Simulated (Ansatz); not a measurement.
One change: `[CH3][Ga]([CH3])[BH]Cl` becomes `[CH3][Ga]([CH3])[SeH]`.

Ansatz, PBE0-D4/def2-TZVP geometries, multiplicity 1. Each molecule was computed in one conformer, which needn't be the lowest.

Scalar relativity is left out up to krypton. Spin–orbit coupling is left out; it splits and shifts lone-pair levels of the heavy atoms by tenths of an eV.

| property | `[CH3][Ga]([CH3])[BH]Cl` |
| --- | --- |
| size of the dipole moment (B3LYP/def2-TZVPP) / D | 0.98 |
| LUMO energy (PBE0/def2-TZVPP) / eV | -1.81 |
| HOMO–LUMO gap (ωB97M-V/def2-TZVPP) / eV | 9.17 |
| HOMO energy (PBE0/def2-TZVPP) / eV | -6.89 |
| HOMO energy (B3LYP/def2-TZVPP) / eV | -6.69 |
| LUMO energy (PBE/def2-TZVPP) / eV | -2.73 |

Question: What does the change do to each property? (An estimate is asked.)

Answer: The calculation gave: 
```json
{"property": "size of the dipole moment (B3LYP/def2-TZVPP) / D", "`[CH3][Ga]([CH3])[SeH]`": "1.86", "shift": "0.88"}
{"property": "LUMO energy (PBE0/def2-TZVPP) / eV", "`[CH3][Ga]([CH3])[SeH]`": "-0.71", "shift": "1.10"}
{"property": "HOMO–LUMO gap (ωB97M-V/def2-TZVPP) / eV", "`[CH3][Ga]([CH3])[SeH]`": "10.06", "shift": "0.89"}
{"property": "HOMO energy (PBE0/def2-TZVPP) / eV", "`[CH3][Ga]([CH3])[SeH]`": "-6.96", "shift": "-0.07"}
{"property": "HOMO energy (B3LYP/def2-TZVPP) / eV", "`[CH3][Ga]([CH3])[SeH]`": "-6.72", "shift": "-0.03"}
{"property": "LUMO energy (PBE/def2-TZVPP) / eV", "`[CH3][Ga]([CH3])[SeH]`": "-1.48", "shift": "1.25"}
```

With PBE0 the HOMO falls by 0.07 eV and the LUMO rises by 1.10 eV, so the gap widens by about 1.17 eV. PBE moves the HOMO by -0.16 eV and ωB97M-V by -0.08 eV. Dipoles are sizes alone; their direction can turn.

B3LYP here is the variant with VWN-RPA as its local correlation; programs differ in this.
